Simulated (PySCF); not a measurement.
A homologous series of growing length: n-germane amino/formyl. Gas-phase values, no solvent. One relaxed conformer stands for each flexible species; it need not be the lowest. Strings in code marks are SMILES.

The vertical ionisation energy (Delta-SCF) from two functionals at the same geometries (PBE0-D4/def2-SVP), both in PySCF: PBE-D3(BJ)/def2-TZVP and B3LYP-D3(BJ)/def2-TZVP. B3LYP has the VWN-RPA correlation part, as in Gaussian. Delta-SCF ions had no search for a lower state. 

```
species                                              PBE-D3(BJ)/def2-TZVP (eV)
---------------------------------------------------  -------------------------
n = 1 (`[NH2][GeH2][CH]=O`)                                               8.49
n = 4 (`[NH2][GeH2][GeH2][GeH2][GeH2][CH]=O`)                             7.59
n = 5 (`[NH2][GeH2][GeH2][GeH2][GeH2][GeH2][CH]=O`)                       7.42
```

Question: What does B3LYP-D3(BJ)/def2-TZVP give for each?

Answer: 
- n = 1 (`[NH2][GeH2][CH]=O`): 8.89
- n = 4 (`[NH2][GeH2][GeH2][GeH2][GeH2][CH]=O`): 8.04
- n = 5 (`[NH2][GeH2][GeH2][GeH2][GeH2][GeH2][CH]=O`): 7.89
Over these rows, drawn at random from the members with no instability flagged (it was tested for open shells, ions and some series alone), PBE minus B3LYP-D3(BJ): mean -0.44 eV, from -0.47 eV to -0.39 eV.
